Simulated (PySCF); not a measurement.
Excitations are Tamm–Dancoff values on a coarser integration grid. The basis has no diffuse functions, so Rydberg states are missing or too high.

Cartesian coordinates (Å):
SMILES: O=C[SiH2]O
```xyz
8

O      1.8145     0.4702    -0.3230
C      1.1068    -0.0071     0.5347
Si    -0.7643    -0.2006     0.1324
O     -0.9056     0.3815    -1.3897
H      1.5594    -0.3101     1.5061
H     -1.1492    -1.6328     0.2229
H     -1.5681     0.5796     1.1084
H     -0.0620     0.6846    -1.7458
```
Charge 0, multiplicity 1.

### Question
Give the S1 oscillator strength, dipole moment, total energy, brightest of the four lowest singlets (TDA) and T1 excitation (TDA) at the level PySCF with PBE0-D4/def2-TZVP.

### Answer

- S1 oscillator strength = 0.002
- dipole moment = 1.71 D
- total energy = -13067.74 eV
- brightest of the four lowest singlets (TDA) = 7.28 eV
- T1 excitation (TDA) = 2.56 eV
